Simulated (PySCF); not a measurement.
## How methods differ on the ionisation energy of Tm⁵⁷⁺

Tm⁵⁷⁺ [Ne] 3s2 → Tm⁵⁸⁺ [Ne] 3s1 [3s1/2^1, M_J = 1/2], as a difference of total energies. Calculation: PySCF 2.14, in an uncontracted even-tempered set (18 s from 17 bohr⁻², ratio 2.4; 14 p from 22 bohr⁻², ratio 2.4; 4 d from 72 bohr⁻², ratio 2.6; 4 f from 110 bohr⁻², ratio 2.6); the two-component X2C-1e Hamiltonian. Correlated levels: 1s2 frozen; the 54 highest virtual spinors dropped. "Screened" scales the spin-orbit matrix elements by Boettger's factors to mimic the two-electron term; Breit and QED terms are absent.

| method | ionisation energy (eV) |
| --- | --- |
| GHF (spin-free) | 5905.8 |
| GHF (screened spin-orbit) | 5905.3 |
| GMP2 (screened spin-orbit) | 5909.1 |

How much does correlation contribute at GMP2 (screened spin-orbit)?

5909.1 − (5905.3) = 3.8 eV, measured against GHF (screened spin-orbit).

Breit and QED terms and the two-electron picture change are absent.

For comparison: 5901 ± 6 eV (theoretical estimate listed by NIST; NIST Atomic Spectra Database, ionization energies).
